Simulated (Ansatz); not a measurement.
Start from `[Cl][Al]1[CH2][CH2]1` and change one atom or group to get `N=[CH][Al]1[CH2][CH2]1`.

Ansatz, PBE0-D4/def2-TZVP geometries, multiplicity 1. Each molecule was computed in one conformer, which needn't be the lowest.

```tsv
property	`[Cl][Al]1[CH2][CH2]1`
HOMO–LUMO gap (ωB97M-V/def2-TZVPP) / eV	9.06
HOMO–LUMO gap (PBE0/def2-TZVPP) / eV	5.22
HOMO energy (ωB97M-V/def2-TZVPP) / eV	-8.38
LUMO energy (ωB97M-V/def2-TZVPP) / eV	0.68
HOMO–LUMO gap (B3LYP/def2-TZVPP) / eV	4.77
LUMO energy (PBE0/def2-TZVPP) / eV	-0.98
```

(1) Give the same properties after the change, and the shifts. (Estimate.)

## Answers

(1) The calculation gave: 
```tsv
property	`N=[CH][Al]1[CH2][CH2]1`	shift
HOMO–LUMO gap (ωB97M-V/def2-TZVPP) / eV	8.03	-1.03
HOMO–LUMO gap (PBE0/def2-TZVPP) / eV	3.96	-1.26
HOMO energy (ωB97M-V/def2-TZVPP) / eV	-8.17	0.21
LUMO energy (ωB97M-V/def2-TZVPP) / eV	-0.14	-0.82
HOMO–LUMO gap (B3LYP/def2-TZVPP) / eV	3.55	-1.22
LUMO energy (PBE0/def2-TZVPP) / eV	-2.02	-1.04
```

With PBE0 the HOMO rises by 0.21 eV and the LUMO falls by 1.04 eV, so the gap narrows by about 1.25 eV. PBE moves the HOMO by 0.20 eV and ωB97M-V by 0.21 eV. The zero-point energy changes by 77.2 kJ/mol with +9 modes.

B3LYP here is the variant with VWN-RPA as its local correlation; programs differ in this.
